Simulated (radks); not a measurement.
Nb28+, configuration [Ne] 3s2 3p1 (the NIST ground configuration). Calculated with a radial shooting solver on a logarithmic mesh with Libxc functionals: Dirac Kohn-Sham, LB94 model potential, spin-unpolarised, spherical densities, finite nucleus; open shells fill j = l - 1/2 first; Fermi nuclear charge, rms radius 4.324 fm. Some entries of the table are withheld. Estimate them.

orbital,occ.,eigenvalue (hartree),<1/r> (bohr^-1)
1s1/2,2,-747.9463,42.46
2s1/2,2,(1),9.769
2p1/2,2,-141.0276,(2)
2p3/2,4,-137.3609,(3)
3s1/2,2,-57.59415,3.900
3p1/2,1,(4),3.860
3p3/2,0,(5),3.746
3d3/2,0,(6),(7)
3d5/2,0,(8),(9)
4s1/2,0,-30.64517,2.092

Answer. 
(1) 2s1/2 eigenvalue (hartree): -148.3765
(2) 2p1/2 <1/r> (bohr^-1): 9.745
(3) 2p3/2 <1/r> (bohr^-1): 9.305
(4) 3p1/2 eigenvalue (hartree): -55.12741
(5) 3p3/2 eigenvalue (hartree): -54.23783
(6) 3d3/2 eigenvalue (hartree): -50.76088
(7) 3d3/2 <1/r> (bohr^-1): 3.631
(8) 3d5/2 eigenvalue (hartree): -50.55717
(9) 3d5/2 <1/r> (bohr^-1): 3.602
